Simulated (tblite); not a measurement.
Level: GFN2-xTB in tblite, geometry and Hessian alike; calculated harmonic values, unscaled, isolated species. Against measured fundamentals such values can be off by several per cent, at times by over 20. Modes of hydrogen on phosphorus and silicon can be 10 to 20 % off. One conformer each. Thermal functions are those of the rigid rotor and harmonic oscillator, without mixing of conformers.

**Question.** Order these by their ideal-gas entropy at 200 K and 1 bar, highest first (J/(mol K)).
A. `CC(C)Cn1cnnc1`
B. `C[C@@H]1CCC[P@H](=S)C1`
C. `CC(C)[P@@H](=S)C1CC1`
D. `C[P@](=O)([O-])CCC(F)(F)F`
E. `C#CC1=CC=C(Cl)[SiH2]1`

**Answer.** D (388.8), C (371.8), A (346.0), B (339.7), E (334.1).

```
                   SMILES  atoms  mass (u)  symmetry number  modes under 300 cm⁻¹  ZPE (kJ/mol)  S translation (J/(mol K))  S rotation  S vibration      S     Cp
C[P@](=O)([O-])CCC(F)(F)F     17    175.01                1                     9         296.0                      165.0       123.1        100.8  388.8  135.0
     CC(C)[P@@H](=S)C1CC1     21    148.05                1                     9         458.6                      162.9       118.8         90.1  371.8  125.2
            CC(C)Cn1cnnc1     20    125.10                1                     6         444.4                      160.8       115.9         69.3  346.0  106.7
   C[C@@H]1CCC[P@H](=S)C1     21    148.05                1                     7         466.7                      162.9       119.0         57.7  339.7  111.0
    C#CC1=CC=C(Cl)[SiH2]1     13    139.98                1                     5         207.6                      162.2       117.7         54.2  334.1  109.6
```

Entropies and Cp are for 200 K and 1 bar.
